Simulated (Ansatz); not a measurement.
Molecule: C4H2ISe (charge 0, doublet). SMILES: [se]1c[c]c(I)c1
Geometry from a B3LYP-D3(BJ)/def2-TZVP (Ansatz, an electronic-structure program) optimisation:
```xyz
8

I      1.8499    -0.9249     0.4583
C     -0.0436    -0.1381     0.0306
C     -1.2180    -0.9152     0.0926
C     -2.4005    -0.3732    -0.1876
Se    -2.1025     1.4565    -0.6258
C     -0.2738     1.1507    -0.3302
H     -3.3928    -0.7899    -0.1973
H      0.4454     1.9440    -0.4503
```
Charge 0, spin multiplicity 2.

Wanted: atomisation energy, in kcal/mol. Terms: def2 sets with scalar-relativistic core potentials past Kr; open shells spin-unrestricted; no dispersion term unless named; atomisation electronic, to ground-state atoms; no spin-orbit coupling; STO-3G and 3-21G all-electron and non-relativistic. First-principles rows: single points at B3LYP-D3(BJ) geometries (Ansatz). A UHF reference is markedly spin-contaminated in at least one set, which strains HF and MP2.

```tsv
species	coefficient	E at HF/3-21G (Ansatz), Eh	E at B3LYP/def2-TZVPD (Ansatz), Eh
Ic1[c]c[se]c1	-1	-9428.02722	-2852.96298
C atom	+4	-37.48107	-37.85953
H atom	+2	-0.49620	-0.50215
I atom	+1	-6887.84045	-297.77848
Se atom	+1	-2388.48153	-2401.52609
```

 1 Eh = 627.5095 kcal/mol.

Task: Compute it at each level from the table.

Result: 
- HF/3-21G: the sum of coefficient times E is 0.78856 Eh, or 494.83 kcal/mol. Result: 494.8 kcal/mol.
- B3LYP/def2-TZVPD: the sum of coefficient times E is 1.21599 Eh, or 763.05 kcal/mol. Result: 763.0 kcal/mol.
